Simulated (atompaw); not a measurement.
## Reading a pseudo-wave (bismuth)

Columns: radius, all-electron u(r) and pseudo u(r) of the 6s shell (level -11.35 eV) of bismuth in the configuration [Xe] 4f14 5d10 6s2 6p3; PBE, non-relativistic, PAW (atompaw) scheme, atompaw 4.2.0.5.

```csv
r (bohr),all-electron,pseudo
0.094,0.0380,-0.0593
0.188,0.0903,-0.1182
0.283,-0.1979,-0.1769
0.377,-0.2077,-0.2338
0.471,-0.0140,-0.2891
0.565,0.1978,-0.3424
0.660,0.3327,-0.3940
0.754,0.3682,-0.4425
0.848,0.3225,-0.4881
0.942,0.2222,-0.5305
1.037,0.0910,-0.5700
1.131,-0.0487,-0.6056
1.225,-0.1848,-0.6375
1.319,-0.3095,-0.6657
1.413,-0.4185,-0.6900
1.508,-0.5107,-0.7106
1.602,-0.5845,-0.7270
1.696,-0.6419,-0.7394
1.790,-0.6843,-0.7480
1.885,-0.7138,-0.7527
1.979,-0.7314,-0.7535
2.073,-0.7394,-0.7505
2.167,-0.7392,-0.7439
2.262,-0.7320,-0.7335
2.356,-0.7194,-0.7197
2.450,-0.7024,-0.7024
```

How many radial nodes do the two functions have?

The all-electron 6s function has n − l − 1 = 5 (the table is too coarse to show those close to the nucleus); the pseudo-wave has 0, since the states of the same l below it are removed with the core.

Is the pseudo-wave norm-conserving?

No, it belongs to a PAW set: the norm inside the radius is not constrained, and the difference is carried by the augmentation charge.
